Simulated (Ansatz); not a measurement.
Stepwise reaction of `[NH2][Al]([Cl])[Cl]` with hydrogen fluoride, as a gas-phase model of exchange steps in deposition or etching. ΔE in kJ/mol; ΔG adds harmonic PBE0-D4 terms to CCSD(T)/CBS, at 1 bar.

Gas-phase electronic energies from Ansatz, PBE0-D4/def2-TZVP geometries. CBS: MP2 limit from def2 TZ/QZ plus the TZ coupled-cluster correction, frozen cores. This one scheme is used for every species. DFT in def2-TZVPP. B3LYP here is the variant with VWN-RPA as its local correlation; programs differ in this. One conformer a species, not always the lowest.

| step | reaction | PBE-D4 | B3LYP-D4 | ωB97M-V | CCSD(T)/CBS | ΔG(600 K) |
| --- | --- | --- | --- | --- | --- | --- |
| 2 | `[NH2][Al]([F])[Cl]` + H–F → `[NH2][Al]([F])[F]` + HCl | -17.1 | -23.0 | -20.1 | -19.0 | -21.1 |

**Question.** Give the row of step 1, `[NH2][Al]([Cl])[Cl]` + H–F → `[NH2][Al]([F])[Cl]` + HCl. (Best estimate.)

**Answer.** Ansatz gave: 
```tsv
step	reaction	PBE-D4	B3LYP-D4	ωB97M-V	CCSD(T)/CBS	ΔG(600 K)
1	`[NH2][Al]([Cl])[Cl]` + H–F → `[NH2][Al]([F])[Cl]` + HCl	-17.1	-23.2	-20.4	-18.5	-27.6
```

**Question.** By hand: ΔE of the 2 steps together at CCSD(T)/CBS.

**Answer.** (-18.5) + (-19.0) = -37.5 kJ/mol, or -18.8 kJ/mol a step.

In ΔE the steps differ by no more than 0.5 kJ/mol. All are downhill at CCSD(T)/CBS. ΔG lies between -27.6 and -21.1 kJ/mol a step. PBE-D4 differs from CCSD(T)/CBS by 1.4 to 1.9 kJ/mol a step. Isolated molecules leave out the surface, adducts and barriers. Largest T1 diagnostic: 0.012.
